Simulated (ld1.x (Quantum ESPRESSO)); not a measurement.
## What one change does to a pseudopotential (germanium (Ge), RRKJ)

germanium, norm-conserving RRKJ (Kleinman–Bylander form), made with ld1.x (Quantum ESPRESSO) 7.5 (PBEsol, scalar-relativistic). Core [Ar], reference 3d10 4s2 4p0 (charge +2). Waves: 4p (bound, empty): rc 1.35 bohr; 3d (bound): rc 1.25 bohr; 4s (bound): rc 1.30 bohr. Local part: the s channel. Core correction: Bessel-smoothed model core inside 0.85 bohr. rho0 = 0.001.

All-electron outer shells of the reference configuration (PBEsol, scalar-relativistic, ld1.x):

```json
{"shell": "3p", "level (eV)": "-135.41", "outermost node (bohr)": "0.23", "outermost maximum (bohr)": "0.54"}
{"shell": "3d", "level (eV)": "-49.23", "outermost node (bohr)": "–", "outermost maximum (bohr)": "0.50"}
{"shell": "4s", "level (eV)": "-29.28", "outermost node (bohr)": "0.77", "outermost maximum (bohr)": "1.66"}
{"shell": "4p", "level (eV)": "-19.80", "outermost node (bohr)": "0.81", "outermost maximum (bohr)": "1.96"}
```

Change: wave 4p (bound): rc 1.35 bohr becomes 4p (bound): rc 1.80 bohr.

Cutoffs: the cutoffs (Ry, on a coarse ladder) from which the occupation-weighted sum of valence levels, in a spherical-Bessel basis at the reference potential, stays within 10 and 1 mRy of its value at 400 Ry; they do not see the model core or the augmentation charge, which bear on the density cutoff. Errors are all-electron minus pseudo energies relative to the spin-unpolarised reference configuration.

**Question.** How do hardness, ghosts and transferability respond?

**Answer.** The potential gets neither clearly harder nor softer (160 Ry and 230 Ry → 160 Ry and 230 Ry); both files keep a bound ghost (p); of the 7 tests that both files solve, the error grows in 2 and shrinks in 1 by more than 15 % and 0.3 meV (median size 4.5 → 5.3 meV).

```csv
quantity,base,changed
"cutoff, loose",160 Ry,160 Ry
"cutoff, tight",230 Ry,230 Ry
bound ghosts,p,p
"error for 3d10 4s2 4p2, meV [ΔE -22.90 eV]",-2.8,-3.2
"error for 3d10 4s2 4p1, meV [ΔE -15.45 eV]",+1.5,+0.8
"error for 3d10 4s1 4p0, meV [ΔE 34.79 eV]",-5.3,-5.3
"error for 3d10 4s1 4p3, meV [ΔE -14.92 eV]",-4.8,-15
"error for 3d10 4s0 4p4, meV [ΔE -6.69 eV]",-4.1,-32
"error for 3d10 4s0 4p0, meV [ΔE 80.92 eV]",-49,-49
"error for 3d10 4s2 4p2.3, meV [ΔE -23.78 eV]",-4.5,-4.7
```

 A true bound ghost makes a file unfit for plane-wave use even where its test errors are small: the radial tests pick states by their node count and pass the ghost by.
